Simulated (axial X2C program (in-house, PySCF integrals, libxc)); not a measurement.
## MgW: from the spin-free to the two-component result

Computed with an in-house all-electron X2C program for linear molecules (integrals from PySCF). Spin-free means the one-electron spin-free X2C Hamiltonian; two-component (2c) means X2C with spin–orbit coupling and atomic mean-field two-electron Coulomb and Gaunt terms, so the difference of the two also holds small scalar two-electron terms. Basis: W dyall-cv3z [13s14p9d7f4g], Mg dyall-cv3z [9s8p6d3f] (cores contracted in-house); Gaussian nuclei, density fitting, unrestricted open shells. Masses: W 183.951 u, Mg 23.985 u.

Spin-free state: M_S = 3, Λ = 0 (beyond evenly filled blocks: 2 × σα, π+α, π-α, δ+α, δ-α); fragments W + Mg.

```tsv
level	Re (Å)	ωe (cm⁻¹)	μ (D)
PBE0	2.812	201.4	0.27
MP2	2.837	184.2	n/a
```

Correlated methods: 8 electrons correlated (number of frozen shells: W 5 s, 4 p, 2 d, 1 f; Mg 2 s, 1 p), 360 virtual spin orbitals or spinors in MP2.

Dipoles are positive if Mg is the positive end.

Two-component determinant lowest at the distance of the search:

Ω = 3 (⟨Sz⟩ = 2.98, ⟨Lz⟩ = 0.02 at HF); fragments W + Mg.

```csv
level,Re (Å),ωe (cm⁻¹),μ (D)
PBE0,2.810,201.6,0.30
MP2,2.834,184.9,n/a
```

(1) From the two tables, how do the constants change at the MP2 level (2c against spin-free)?

The state is one determinant whose occupation by symmetry is held fixed; it was picked as the lowest of a PBE0 search that is not exhaustive. De is not given where an atomic determinant may have missed its ground term or J level, or where the truncated virtual space spoils (T). Density functionals use the spin component along the axis (collinear). PBE0 can misorder states that lie within some tenths of an eV, so this need not be the ground state of the molecule. The nearest other spin-free determinant of the search, M_S = 2, Λ = 0, lies 0.51 eV up at the distance of the search. Without a current term, density functionals place determinants with orbital angular momentum somewhat too high. With several unpaired electrons one determinant need not be a pure state. Open-shell Ω = 0 determinants with evenly filled partner blocks cannot be reached by this program, so the Ω shown need not be the lowest component. With the outer-core shells frozen, correlated bond lengths of heavy atoms tend to come out a few hundredths of an ångström too long.

## Answers

(1) At the MP2 level Re decreases by 0.003 Å and ωe goes up by 0.7 cm⁻¹.
